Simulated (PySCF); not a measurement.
# Spinor energies of Au³⁴⁺ (gold, charge +34)

Start: [Kr] 4d9; 4d3/2 filled at m_j = -3/2, -1/2, +1/2, +3/2; 4d5/2 filled at m_j = -3/2, -1/2, +1/2, +3/2, +5/2. Calculated with PySCF 2.14 in an uncontracted even-tempered set (17 s from 3.5 bohr⁻², ratio 2.8; 14 p from 4.6 bohr⁻², ratio 2.8; 9 d from 4.6 bohr⁻², ratio 2.8; 3 f from 21 bohr⁻², ratio 3): generalised Hartree-Fock with the X2C-1e Hamiltonian and a Gaussian nucleus; one run each with spin-orbit coupling (SO) switched off, then screened by Boettger's factors.

```json
{"spinor shell": "1s1/2", "electrons": "2", "ε, spin-free (eV)": "-82520.0", "ε, screened SO (eV)": "-82489.0", "weight of nominal j (screened SO)": "1.000", "rms radius, screened SO (bohr)": "0.0190"}
{"spinor shell": "2s1/2", "electrons": "2", "ε, spin-free (eV)": "-15827.3", "ε, screened SO (eV)": "-15817.4", "weight of nominal j (screened SO)": "1.000", "rms radius, screened SO (bohr)": "0.0769"}
{"spinor shell": "2p1/2", "electrons": "2", "ε, spin-free (eV)": "-13877.3", "ε, screened SO (eV)": "-15199.1", "weight of nominal j (screened SO)": "1.000", "rms radius, screened SO (bohr)": "0.0651"}
{"spinor shell": "3s1/2", "electrons": "2", "ε, spin-free (eV)": "-4825.2", "ε, screened SO (eV)": "-4822.0", "weight of nominal j (screened SO)": "1.000", "rms radius, screened SO (bohr)": "0.196"}
{"spinor shell": "3p1/2", "electrons": "2", "ε, spin-free (eV)": "-4250.1", "ε, screened SO (eV)": "-4548.0", "weight of nominal j (screened SO)": "1.000", "rms radius, screened SO (bohr)": "0.187"}
{"spinor shell": "3p3/2", "electrons": "4", "ε, spin-free (eV)": "-4250.1", "ε, screened SO (eV)": "-4130.5", "weight of nominal j (screened SO)": "1.000", "rms radius, screened SO (bohr)": "0.202"}
{"spinor shell": "3d3/2", "electrons": "4", "ε, spin-free (eV)": "-3630.1", "ε, screened SO (eV)": "-3682.9", "weight of nominal j (screened SO)": "1.000", "rms radius, screened SO (bohr)": "0.177"}
{"spinor shell": "3d5/2", "electrons": "6", "ε, spin-free (eV)": "-3630.1", "ε, screened SO (eV)": "-3592.5", "weight of nominal j (screened SO)": "1.000", "rms radius, screened SO (bohr)": "0.181"}
{"spinor shell": "4s1/2", "electrons": "2", "ε, spin-free (eV)": "-1999.3", "ε, screened SO (eV)": "-1998.3", "weight of nominal j (screened SO)": "1.000", "rms radius, screened SO (bohr)": "0.406"}
{"spinor shell": "4p1/2", "electrons": "2", "ε, spin-free (eV)": "-1786.6", "ε, screened SO (eV)": "-1876.5", "weight of nominal j (screened SO)": "1.000", "rms radius, screened SO (bohr)": "0.408"}
{"spinor shell": "4p3/2", "electrons": "4", "ε, spin-free (eV)": "-1786.6", "ε, screened SO (eV)": "-1749.8", "weight of nominal j (screened SO)": "1.000", "rms radius, screened SO (bohr)": "0.437"}
{"spinor shell": "4d3/2", "electrons": "4", "ε, spin-free (eV)": "-1541.2", "ε, screened SO (eV)": "-1556.2", "weight of nominal j (screened SO)": "0.996", "rms radius, screened SO (bohr)": "0.428"}
{"spinor shell": "4d5/2", "electrons": "5", "ε, spin-free (eV)": "-1541.2", "ε, screened SO (eV)": "-1530.4", "weight of nominal j (screened SO)": "0.997", "rms radius, screened SO (bohr)": "0.436"}
```

Problem. Where does 2p3/2 lie, and what is the 2p spin-orbit splitting (screened SO)?

Solution. At -13358.3 eV, 1840.8 eV above 2p1/2.

```
   quantity     spin-free   screened SO
E (hartree)  -18369.79669  -18399.66850
        M_J           5/2           5/2
       ⟨J²⟩         8.751         8.751
       ⟨L²⟩         6.000         6.112
       ⟨S²⟩         0.750         0.862
```

Each row is a mean over spinors that exchange with the open shell spreads, by up to 15.596 eV (4p3/2).

Breit and QED terms are absent; they matter most for the inner s and p1/2 levels.

Densities and radii are taken from the X2C orbitals without a picture-change correction, which distorts them close to the nucleus.

Without spin-orbit coupling the j labels of p, d and f shells carry no meaning; the spin-free column gives the mean over the occupied spinors of each nl shell.
